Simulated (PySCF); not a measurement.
From results back to the method.

Compound: C2H10BOP.
InChI=1S/C2H10BOP/c1-4(2)3-5/h3,5H2,1-2H3

The closed-shell ground state was solved 6 times with PySCF (density fitting, gas phase), always in the pcSseg-1 basis (142 functions), with these functionals: B97-2, BHandHLYP, CAM-B3LYP, LC-wPBE, mPW1PW91 and wB97X-D. Isolated species at its PBE0-D3(BJ)/def2-SVP geometry (one conformer only).

```csv
row,total energy (Eh),HOMO (eV),LUMO (eV),dipole (D)
P,-523.5255,-8.01,2.53,5.17
Q,-523.4997,-7.42,1.66,5.16
R,-523.5558,-6.19,0.76,5.10
S,-523.4686,-7.11,1.52,5.23
T,-523.3756,-8.79,2.95,5.21
U,-523.5391,-5.92,0.76,5.09
```

Which functional belongs to which row?

P = wB97X-D, Q = CAM-B3LYP, R = mPW1PW91, S = BHandHLYP, T = LC-wPBE, U = B97-2. By rising HOMO–LUMO gap: B97-2 (global hybrid, 21 % exact exchange) 6.68 eV; mPW1PW91 (global hybrid, 25 % exact exchange) 6.95 eV; BHandHLYP (global hybrid, 50 % exact exchange) 8.63 eV; CAM-B3LYP (range-separated hybrid) 9.08 eV; wB97X-D (range-separated hybrid) 10.54 eV; LC-wPBE (range-separated hybrid) 11.74 eV. Total energies of different functionals aren't bounds to one another; each is stationary for its own functional.

The values belong to the conformer `[CH3:1][O+:2]([CH3:3])[BH2-:4][PH2:5]`: C1–O2–B4–P5 164°, H–P5–B4–O2 -109°, H–P5–B4–O2 154°.

The pairwise dispersion term of wB97X-D wasn't added to the energies; at a given geometry it leaves orbitals and properties as they are.
